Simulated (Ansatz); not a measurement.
[Ni(NH3)(H2O)5]2+ (NiNO₅H₁₃²⁺), relaxed as a singlet with RKS r2SCAN-D4/def2-SVP in Ansatz, starting from the r2SCAN-D4/def2-SVP geometry of the charge +2 triplet. Force threshold 0.03 eV/Å.

The restricted singlet is unstable towards broken spin symmetry at other levels; at r2SCAN-D4/def2-SVP this wasn't settled. In the singlet geometry the species has come apart into loosely held pieces. At r2SCAN-D4/def2-SVP a triplet of charge 2 lies 1.03 eV below the restricted singlet, each at its own geometry.

Start:

Cartesian coordinates in Å:
```
Ni -0.002 -0.008 0.000
N 0.066 1.928 -0.715
H -0.659 2.157 -1.404
H 0.951 2.157 -1.180
H -0.050 2.641 0.013
O -0.078 -1.948 0.741
H 0.531 -2.676 0.538
H -0.743 -2.291 1.359
O -1.691 0.299 1.152
H -2.598 0.333 0.807
H -1.711 0.728 2.022
O 1.677 -0.623 -1.040
H 1.709 -0.899 -1.970
H 2.597 -0.502 -0.757
O 1.186 0.419 1.638
H 1.659 1.215 1.929
H 1.390 -0.272 2.288
O -1.211 -0.704 -1.529
H -1.489 -1.634 -1.533
H -1.534 -0.319 -2.358
```

```csv
step,energy (eV),largest force component (eV/Å),SCF passes
1,-52946.4854,1.076,41
2,-52946.7647,0.711,23
3,-52946.8804,0.519,27
4,-52946.9006,0.482,27
5,-52946.9716,0.254,29
6,-52947.0316,0.946,26
7,-52947.0621,0.197,27
8,-52947.0919,0.147,27
9,-52947.1312,0.552,28
10,-52947.1697,0.798,23
11,-52947.2811,0.445,27
14,-52947.4968,0.350,22
17 (rejected),-52947.5607,1.607,20
20,-52947.7091,0.095,20
23,-52947.7819,0.323,21
26,-52947.8310,0.385,21
29,-52947.8822,0.346,21
32,-52947.8982,0.121,22
35,-52947.9071,0.079,22
38,-52947.9157,0.137,22
41,-52947.9244,0.388,22
44,-52947.9412,0.107,21
47,-52947.9665,0.353,21
50 (rejected),-52947.9484,0.467,22
53,-52948.0027,0.114,21
56,-52948.0061,0.055,21
58,-52948.0068,0.025,21
```

Force components are those of the run's own axes.

End:

```tsv
atom	x (Å)	y (Å)	z (Å)
Ni1	0.0300	-0.8497	0.1493
N2	0.2199	0.8065	-0.7473
H3	-0.6854	1.2381	-0.9985
H4	0.7324	0.6806	-1.6306
H5	0.7646	1.4854	-0.1912
O6	-0.2098	-2.5273	1.0477
H7	0.2425	-2.6857	1.8955
H8	-0.2525	-3.3778	0.5737
O9	-1.6972	-1.0562	-0.5107
H10	-2.2039	-0.2762	-0.9176
H11	-2.3047	-1.5758	0.0433
O12	1.7387	-0.7016	0.8982
H13	2.4517	-1.2901	0.5945
H14	2.1261	0.2299	1.0470
O15	2.4092	1.7667	1.1268
H16	3.2394	2.1293	0.7707
H17	2.3102	2.1907	1.9973
O18	-2.6579	1.0929	-1.5501
H19	-2.9167	1.0870	-2.4886
H20	-3.3365	1.6333	-1.1093
```

Bonds lost: Ni1–O15, Ni1–O18 (atoms count from 1). The end holds 3 separate pieces.

The force fell under the threshold at step 43, but the optimiser went on and released 0.074 eV more. No frequencies were taken in this run, so the end may be a saddle point.

It took 2 min on 2 threads of AMD EPYC 7R13 on a shared host and a share (18 GiB) of an NVIDIA H100 80GB HBM3, peak host memory 0.88 GiB.
